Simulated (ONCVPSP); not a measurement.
# Before and after: ONCV potential for aluminium

```
Element                 : Al
Generator               : ONCVPSP 4.0.1
Type                    : optimised norm-conserving Vanderbilt (ONCV)
Functional              : PW91
Relativity              : scalar-relativistic
Frozen core             : [Ne]
Valence charge          : 3
Reference configuration : 3s2 3p0.5 (charge +0.5)
Partial waves           : 3s: rc 2.05 bohr, ncon 4, nbas 8, qcut 3.7 1/bohr, 2 projectors, debl 3.2 Ha; 3p: rc 2.55 bohr, ncon 5, nbas 10, qcut 3 1/bohr, 2 projectors, debl 3.2 Ha; d scattering state at 0.03 Ha: rc 2.50 bohr, ncon 4, nbas 7, qcut 4 1/bohr, 2 projectors, debl 2.4 Ha
Local potential         : polynomial inside 1.75 bohr (lpopt 5, dvloc0 0 Ha)
Core correction         : Teter function, fcfact 1.75, rcfact 1.2
```

Change: core correction Teter function, fcfact 2.6, rcfact 1.2.

Cutoffs: the cutoffs (Ha) at which the residual kinetic energy of the hardest occupied pseudo-wave falls to 1 and 0.1 mHa per electron; they do not see the model core or the augmentation charge, which bear on the density cutoff. Errors are all-electron minus pseudo energies relative to the spin-unpolarised reference configuration.

Question: What does the change do?

Answer: The potential gets neither clearly harder nor softer (5.5 Ha and 8.2 Ha → 5.5 Ha and 8.2 Ha); of the 4 tests that both files solve, the error grows in 1 and shrinks in 0 by more than 15 % and 0.3 meV (median size 4.7 → 5.1 meV); neither file shows a bound ghost. A model core, the more so a compact one, raises the density cutoff, which this test does not measure.

```tsv
quantity	base	changed
cutoff, loose	5.5 Ha	5.5 Ha
cutoff, tight	8.2 Ha	8.2 Ha
bound ghosts	none	none
GHOST(+) flags under 300 eV	none	none
error for 3s2 3p1, meV [ΔE -2.10 eV]	-0.2	-0.1
error for 3s2 3p0, meV [ΔE 3.70 eV]	-0.7	-0.6
error for 3s1 3p0, meV [ΔE 22.98 eV]	+8.7	+11
error for 3s0 3p3, meV [ΔE 8.37 eV]	+11	+9.6
s: phases at 2.08 bohr within 0.05 rad from the reference energy up to (Ha; the scan ends near 5)	3.5	3.5
p: phases at 2.58 bohr within 0.05 rad from the reference energy up to (Ha; the scan ends near 5)	1.8	1.8
d: phases at 2.54 bohr within 0.05 rad from the reference energy up to (Ha; the scan ends near 5)	to the end of the scan	to the end of the scan
rms error of d²Exc/dni dnj with the model core, mHa	1.32	0.95
```

Base: The cutoffs count occupied waves only; projector 2 of the d channel, the hardest unoccupied one, needs 32 Ha at the loose tolerance. Changed file: The cutoffs count occupied waves only; projector 2 of the d channel, the hardest unoccupied one, needs 32 Ha at the loose tolerance.
